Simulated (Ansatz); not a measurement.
C3H4 (SMILES C=C=C) at its CCSD(T)/cc-pVTZ minimum, average atomic masses, point group D2d.
(charge 0, multiplicity 1):
| atom | x (Å) | y (Å) | z (Å) |
|---|---|---|---|
| C | 1.3055 | 0.0257 | -0.1403 |
| C | 0.0000 | 0.0000 | 0.0000 |
| C | -1.3055 | -0.0257 | 0.1403 |
| H | 1.8119 | -0.6975 | -0.7677 |
| H | 1.9050 | 0.7708 | 0.3684 |
| H | -1.9480 | 0.5330 | -0.5292 |
| H | -1.7689 | -0.6063 | 0.9286 |

Frozen-core correlation.

Programs: Ansatz (Gaussian basis) for Hartree–Fock, density functionals and correlated methods. Values without a source in brackets are computed.

Harmonic frequencies (cm⁻¹): 348 348 857 857 870 1018 1018 1080 1438 1488 2011 3142 3144 3226 3226.

Question: Work out the rotational constants, the zero-point energy, and the ideal-gas entropy and heat capacity at 298.15 K and 1 bar (rigid rotor, harmonic oscillator).

Answer: 
Principal moments 3.483, 57.266, 57.266 u Å² give 16.8576/I = 4.840, 0.2944, 0.2944 cm⁻¹. Zero point: Σω/2 = 12035 cm⁻¹ = 34.41 kcal/mol. Translation R(1.5 ln M + 2.5 ln T − 1.1517) with M = 40.065 u: 154.88 J/(mol K). Rotation with σ = 4: q = 2041.1, S = R(ln q + 3/2) = 75.84. Vibration, summed over R(u/(eᵘ − 1) − ln(1 − e⁻ᵘ)) with u = 1.43878ω/T: 13.02, of which the lowest mode gives 4.92. S° = 243.7 J/(mol K); C_p = 4R + 25.20 = 58.46 J/(mol K).

Ansatz is a program for electronic structure.
